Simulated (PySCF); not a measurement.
# What a mistake does to a calculation on ClH5NSi2 cation

All numbers below are calculated, not measured. The program is PySCF 2.14.0, an open-source quantum chemistry code, run on an isolated molecule that a program drew, which may never have been made. The molecule is ClH5NSi2 cation (charge +1, singlet), drawn as the SMILES string `N[SiH+][SiH2]Cl`.

Each row is a Hartree-Fock (HF) and frozen-core CCSD(T) single point in the cc-pV(D+d)Z basis, meant for a local HF minimum. Run 1 is clean. Each other run has one planted mistake out of seven kinds, and not every kind appears here: one electron removed, one electron added, multiplicity raised by two, geometry at a saddle point, minimal basis STO-3G, one bond length entered in bohr, all coordinates scaled. The reference is restricted for singlets and unrestricted otherwise, and also for a bond in bohr. Adding or removing an electron swaps singlet and doublet. Electrons count all cores. HOMO and LUMO are orbital energies over both spins, the gradient is its largest component, and the lowest frequency (negative if imaginary) is given only where the gradient is small. Bond lengths are over the 8 bonds as drawn. T1 is the CCSD diagnostic: over 0.02 (restricted) or 0.045 (unrestricted) a single reference is doubtful.

Geometry of the clean run:
```xyz
9
ClH5NSi2 cation, angstrom
N    -1.0921    1.9361    2.5047
Si   -1.1194    0.4783    1.7507
Si    0.8782   -0.6630    1.0731
Cl    0.6990   -2.4621    2.0108
H    -1.9188    2.4143    2.8257
H    -0.2545    2.4550    2.7090
H    -2.4786   -0.0468    1.5961
H     1.9986    0.1321    1.5817
H     0.8135   -0.7796   -0.3855
```

```
run,electrons,basis functions,<S^2>,HOMO (eV),LUMO (eV),gradient (hartree/bohr),lowest frequency (cm^-1),mean bond (Å),longest bond (Å),T1,HF (hartree),CCSD(T) (hartree),mistake
1,56,108,0.000,-16.28,-4.33,1.1e-05,29,1.5607,2.398,0.0153,-1094.55951,-1095.11212,no fault
2,55,108,0.771,-22.01,-13.70,5.3e-02,-,1.5607,2.398,0.0446,-1094.00519,-1094.54609,one electron removed
3,56,108,2.016,-12.33,-8.19,4.3e-02,-,1.5607,2.398,0.0278,-1094.40333,-1094.95173,?
4,56,37,0.000,-14.62,-0.99,4.1e-02,-,1.5607,2.398,0.0224,-1082.33630,-1082.51787,?
```

**Which mistake was planted in run 3, and what did it cost?**

Electrons, basis and geometry are unchanged, and <S^2> is 2.016, beside S(S+1) = 2.00 for a multiplicity of 3. So the mistake is: multiplicity raised by two. Subtracting run 1 and multiplying by 627.51 kcal/mol a hartree, the energy moved by 98.0 kcal/mol in HF and 100.6 kcal/mol in CCSD(T).

**Which mistake was planted in run 4, and what did it cost?**

It has 37 basis functions where the clean run has 108, with the same electrons and geometry. So the mistake is: minimal basis STO-3G. Subtracting run 1 and multiplying by 627.51 kcal/mol a hartree, the energy moved by 7670.2 kcal/mol in HF and 7903.0 kcal/mol in CCSD(T).

Cautions from the logs. Run 4: T1 is over the limit, so its CCSD(T) energy is less reliable.
